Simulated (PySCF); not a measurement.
In (indium, neutral) across methods

[Kr] 4d10 5s2 6s1, 2S determinant (an excited configuration). All numbers are calculated (PySCF 2.14, the spin-free X2C one-electron Hamiltonian (Gaussian nucleus), in aug-cc-pwCVTZ-DK3 with one added diffuse shell each of s, p, d, f type (11s10p8d5f1g, 125 functions)).

```tsv
method	E (hartree)	mean ε 5s β (eV)	mean ε 5s α (eV)	mean ε 6s α (eV)	Σ⟨r²⟩ (bohr²)	⟨S²⟩
PBE0	-5880.30	-11.820	-11.899	-2.049	107.2	0.750
PBE	-5880.23	-10.978	-11.038	-1.778	105.7	0.750
UHF	-5877.94126	-13.565	-13.725	-2.552	118.8	0.750
LDA	-5874.79	-11.327	-11.381	-1.744	104.5	0.750
r2SCAN	-5880.63	-11.192	-11.098	-1.751	104.8	0.750
M06	-5880.77	-12.240	-12.314	-1.859	108.2	0.750
revPBE	-5880.49	-10.881	-10.923	-1.790	106.2	0.750
```

(1) Estimate the same row for r2SCANh.

The outer electron is Rydberg-like, and this basis confines it to a smaller radius and binds it less than a complete one would.

Answers

(1) E (hartree) = -5880.62; mean ε 5s β (eV) = -11.527; mean ε 5s α (eV) = -11.460; mean ε 6s α (eV) = -1.850; Σ⟨r²⟩ (bohr²) = 105.3; ⟨S²⟩ = 0.750.
